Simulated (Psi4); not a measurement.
CH10O2Si3, singlet, at a GFN2-xTB geometry; Psi4 1.11 with HF/def2-TZVPPD.

Here is a job for Psi4.
```
memory 2 GB

molecule {
0 1
  C    -0.54137768    2.34771929    0.61684192
  O     0.13090964    1.55569531   -0.30453509
  Si    0.21123030   -0.09381602   -0.30083797
  O     1.13438652   -0.34683948   -1.62710102
  Si    1.41762515   -0.78115302    1.56267165
  Si   -1.90870010   -0.94824178   -0.72076712
  H    -0.40068330    3.39202436    0.33547378
  H    -1.61101564    2.11846817    0.62101594
  H    -0.14771049    2.19197326    1.62553819
  H     1.44387661    0.40049359   -2.13262613
  H     1.64887192   -2.22811758    1.57357712
  H     0.69143567   -0.47349032    2.80685410
  H     2.73671632   -0.15466814    1.73777782
  H    -1.90279204   -2.40652561   -0.86455102
  H    -2.58553210   -0.42201659   -1.91581209
  H    -2.82944506   -0.65035204    0.38985787
}

set basis def2-tzvppd

energy('scf')
print_variables()
```

The log (banner, timings and long lists left out):

```
   => Loading Basis Set <=

    Name: DEF2-TZVPPD
    Role: ORBITAL
    Keyword: BASIS

         ---------------------------------------------------------
                                   SCF
               by Justin Turney, Rob Parrish, Andy Simmonett
                          and Daniel G. A. Smith
                              RHF Reference
         ---------------------------------------------------------

  ==> Geometry <==

    Molecular point group: c1
    Full point group: C1

    Geometry (in Angstrom), charge = 0, multiplicity = 1:

       Center              X                  Y                   Z               Mass
    ------------   -----------------  -----------------  -----------------  -----------------
         C           -0.562632693337     2.360168927655     0.646893477494    12.000000000000
         O            0.109654626663     1.568144947655    -0.274483532506    15.994914619570
         SI           0.189975286663    -0.081366382345    -0.270786412506    27.976926534650
         O            1.113131506663    -0.334389842345    -1.597049462506    15.994914619570
         SI           1.396370136663    -0.768703382345     1.592723207494    27.976926534650
         SI          -1.929955113337    -0.935792142345    -0.690715562506    27.976926534650
         H           -0.421938313337     3.404473997655     0.365525337494     1.007825032230
         H           -1.632270653337     2.130917807655     0.651067497494     1.007825032230
         H           -0.168965503337     2.204422897655     1.655589747494     1.007825032230
         H            1.422621596663     0.412943227655    -2.102574572506     1.007825032230
         H            1.627616906663    -2.215667942345     1.603628677494     1.007825032230
         H            0.670180656663    -0.461040682345     2.836905657494     1.007825032230
         H            2.715461306663    -0.142218502345     1.767829377494     1.007825032230
         H           -1.924047053337    -2.394075972345    -0.834499462506     1.007825032230
         H           -2.606787113337    -0.409566952345    -1.885760532506     1.007825032230
         H           -2.850700073337    -0.637902402345     0.419909427494     1.007825032230

  Running in c1 symmetry.

  Rotational constants: A =      0.05812  B =      0.04472  C =      0.03732 [cm^-1]
  Rotational constants: A =   1742.29489  B =   1340.76488  C =   1118.74220 [MHz]
  Nuclear repulsion =  465.164036648171248

  Charge       = 0
  Multiplicity = 1
  Electrons    = 74
  Nalpha       = 37
  Nbeta        = 37

  ==> Algorithm <==

  SCF Algorithm Type is DF.
  DIIS enabled.
  MOM disabled.
  Fractional occupation disabled.
  Guess Type is SAD.
  Energy threshold   = 1.00e-06
  Density threshold  = 1.00e-06
  Integral threshold = 1.00e-12

  ==> Primary Basis <==

  Basis Set: DEF2-TZVPPD
    Blend: DEF2-TZVPPD
    Number of shells: 159
    Number of basis functions: 431
    Number of Cartesian functions: 480
    Spherical Harmonics?: true
    Max angular momentum: 3

   => Loading Basis Set <=

    Name: (DEF2-TZVPPD AUX)
    Role: JKFIT
    Keyword: DF_BASIS_SCF

  ==> Integral Setup <==

  SCF_SUBTYPE=INCORE selected. In-core MEM_DF algorithm will be used.
  Using in-core AOs.

  ==> MemDFJK: Density-Fitted J/K Matrices <==

    J tasked:                   Yes
    K tasked:                   Yes
    wK tasked:                   No
    Algorithm:                 Core
    Schwarz Cutoff:           1E-12
    Mask sparsity (%):      10.0279
    Fitting Condition:        1E-10

   => Auxiliary Basis Set <=

  Basis Set: (DEF2-TZVPPD AUX)
    Blend: DEF2-UNIVERSAL-JKFIT
    Number of shells: 249
    Number of basis functions: 793
    Number of Cartesian functions: 940
    Spherical Harmonics?: true
    Max angular momentum: 4

  Minimum eigenvalue in the overlap matrix is 2.4327535428E-05.
  Reciprocal condition number of the overlap matrix is 1.9573790842E-06.
    Using symmetric orthogonalization.

  ==> Pre-Iterations <==

  SCF Guess: Superposition of Atomic Densities via on-the-fly atomic UHF (no occupation information).

   -------------------------
    Irrep   Nso     Nmo
   -------------------------
     A        431     431
   -------------------------
    Total     431     431
   -------------------------

  ==> Iterations <==

                           Total Energy        Delta E     RMS |[F,P]|

   @DF-RHF iter SAD: -1059.29116374396017   -1.05929e+03   0.00000e+00
   @DF-RHF iter   1: -1060.18659969963437   -8.95436e-01   1.52231e-03 ADIIS/DIIS
   @DF-RHF iter   2: -1060.34340330494888   -1.56804e-01   9.01433e-04 ADIIS/DIIS
   @DF-RHF iter   3: -1060.39674207038911   -5.33388e-02   1.56143e-04 ADIIS/DIIS
   @DF-RHF iter   4: -1060.40106669532383   -4.32462e-03   4.23262e-05 DIIS
   @DF-RHF iter   5: -1060.40146520632243   -3.98511e-04   1.04786e-05 DIIS
   @DF-RHF iter   6: -1060.40148751965648   -2.23133e-05   4.03268e-06 DIIS
   @DF-RHF iter   7: -1060.40148950750199   -1.98785e-06   9.58272e-07 DIIS
   @DF-RHF iter   8: -1060.40148964841183   -1.40910e-07   2.54117e-07 DIIS
  Energy and wave function converged.

  ==> Post-Iterations <==

    Orbital Energies [Eh]
    ---------------------

    Doubly Occupied:

[...]
      37A     -0.368374

    Virtual:

[...]
     431A     45.867575

    Final Occupation by Irrep:
              A
    DOCC [    37 ]
    NA   [    37 ]
    NB   [    37 ]

  @DF-RHF Final Energy: -1060.40148964841183

   => Energetics <=

    Nuclear Repulsion Energy =            465.1640366481712476
    One-Electron Energy =               -2395.4383475762142552
    Two-Electron Energy =                 869.8728212796311254
    Total Energy =                      -1060.4014896484118253

Computation Completed

Properties will be evaluated at   0.000000,   0.000000,   0.000000 [a0]

Properties computed using the SCF density matrix

 Multipole Moments:

 ------------------------------------------------------------------------------------
     Multipole            Electronic (a.u.)      Nuclear  (a.u.)        Total (a.u.)
 ------------------------------------------------------------------------------------

 L = 1.  Multiply by 2.5417464519 to convert [e a0] to [Debye]
 Dipole X            :          2.8330606           -2.9722954           -0.1392349
 Dipole Y            :         -1.1220030            1.7409540            0.6189510
 Dipole Z            :         -4.0448673            4.2024019            0.1575346
 Magnitude           :                                                    0.6536848

 ------------------------------------------------------------------------------------

  Variable Map:
  ----------------------------------------------------------------------------
[...]
  Array Variable Map:
  ----------------------------------------------------------------------------
[...]
[...]
```
